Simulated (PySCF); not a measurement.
## Static response to an electric field

Species: (NaF)2 ring, Na2F2.
Cartesian coordinates in Å at the PBE0-D3(BJ)/def2-SVP level; atoms count from 1:
```xyz
4
Na2F2 angstrom
Na    -0.0319   -1.3092    0.5137
F     -1.1048    0.3781    0.8937
Na     0.0307    1.3088   -0.5150
F      1.1061   -0.3777   -0.8924
```

Level: PBE0/def2-SVPD (PySCF), static field, nuclei fixed, core orbitals frozen in the response. The polarisability tensor in these axes (au):

```
x   18.82  0.13  0.23
y    0.13 20.41 -0.60
z    0.23 -0.60 19.12
```

**Question.** What are the eigenvalues, a third of the trace, and Δα (Δα² = ½Σ(αi − αj)² over the three pairs)?

**Answer.** Principal values 18.59, 19.11 and 20.64 au; mean 19.45 au = 2.88 Å³ = 3.21 × 10⁻⁴⁰ C²·m²/J; Δα = 1.85 au (9 % of the mean).

**Question.** What is the dipole moment?

**Answer.** 0.01 D; point group D2h allows none, and the residue is numerical.

**Question.** What depolarisation ratio follows for Rayleigh scattering of linearly polarised light, taking the static tensor?

**Answer.** ρ = 3Δα²/(45ᾱ² + 4Δα²) = 10.2/(17021 + 13.6) = 0.0006.

**Question.** Form Σ f/ω² (atomic units) for the 10 lowest TDDFT singlets, given as eV and f, and set it beside the mean polarisability, which is this sum over all singlets: 6.03, 0.0343; 6.10, 0.0000; 6.33, 0.0530; 6.39, 0.0000; 6.48, 0.0000; 6.59, 0.0000; 6.61, 0.1021; 6.67, 0.0000; 6.78, 0.0000; 6.98, 0.0032.

**Answer.** They add up to 3.46 au, 17.8 % of the 19.45 au; the largest single term is 1.73 au, from the state at 6.61 eV. Terms in order: 0.70, 0.00, 0.98, 0.00, 0.00, 0.00, 1.73, 0.00, 0.00, 0.05 au. Higher excitations give the rest. The strengths listed sum to 0.193.

**Question.** Directions of the eigenvectors, and the extent of the frame along each?

**Answer.** Largest value along (0.02, 0.93, -0.36), where the nuclei span 2.81 Å; middle along (0.66, 0.26, 0.71), 0.01 Å; least along (0.75, -0.26, -0.61), 2.94 Å. 

**Question.** Molar refractivity from α?

**Answer.** Lorentz–Lorenz: R = (4π/3)N_A α = 2.5225 cm³/(mol·Å³) × 2.88 Å³ = 7.3 cm³/mol, in the limit of long wavelengths.

**Question.** Give the eigenvalues of the traceless quadrupole moment Θ = ½Σq(3rr − r²1), origin at the centre of nuclear charge.

**Answer.** -26.62, -0.55, 27.18 D·Å. The electronic extent ⟨r²⟩ about the same centre is 339 bohr², a root-mean-square distance of 1.54 Å for the 40 electrons.

Isolated species at its PBE0-D3(BJ)/def2-SVP geometry, gas phase.

The run behind these numbers computed excited states and ΔSCF ions as well. The run took 9.9 s wall on one thread, Arm Neoverse V2 (shared host).
